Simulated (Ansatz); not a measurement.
Z-matrix (Å, degrees):
```
W
C 1 3.024
C 1 3.023 2 99.3
N 1 1.970 2 23.3 3 -120.4
C 1 3.023 2 46.7 3 -120.4
N 1 1.764 2 86.3 3 85.7
N 1 1.764 2 127.4 3 -154.1
N 1 1.970 2 110.3 3 -21.3
C 1 3.024 2 118.4 3 -45.4
H 2 1.100 1 122.5 3 41.7
H 2 1.100 1 125.2 3 -166.5
H 2 1.090 1 78.1 3 -62.4
H 3 1.100 1 125.2 2 166.3
H 3 1.090 1 78.1 2 62.3
H 3 1.100 1 122.5 2 -41.8
H 5 1.100 1 122.5 2 78.7
H 5 1.100 1 125.2 2 -73.1
H 5 1.090 1 78.1 2 -177.2
C 6 1.416 1 162.8 2 130.2
C 7 1.416 1 162.7 2 -106.4
H 9 1.100 1 122.5 2 -3.7
H 9 1.100 1 125.2 2 148.1
H 9 1.090 1 78.1 2 -107.8
H 19 1.097 6 110.8 1 -120.6
H 19 1.097 6 110.8 1 120.3
H 19 1.096 6 112.2 1 -0.2
H 20 1.097 7 110.8 1 120.3
H 20 1.096 7 112.2 1 -0.2
H 20 1.097 7 110.8 1 -120.6
```

The species carries charge 0 and has multiplicity 1. W takes the def2 core potential.

List the ωB97M-V/def2-TZVPP orbital energies in eV (Ansatz 0.2.0). (Estimate.)

Computed: Occupied: -394.25, -394.25, -393.90, -393.90, -281.88, -281.88, -281.80, -281.80, -281.80, -281.80, -84.96, -48.21, -47.92, -47.81, -27.56, -27.43, -25.92, -25.73, -22.35, -22.34, -20.20, -19.77, -19.64, -19.53, -15.74, -15.51, -15.27, -15.07, -15.05, -15.01, -14.62, -14.39, -14.35, -14.34, -14.28, -13.72, -13.18, -13.16, -12.58, -12.54, -12.09, -12.01, -10.49, -10.13, -9.12, -8.89, -8.83, -7.74. Lowest empty: 1.67, 2.14, 2.15, 2.44, 2.70, 2.82, 3.55, 3.56.
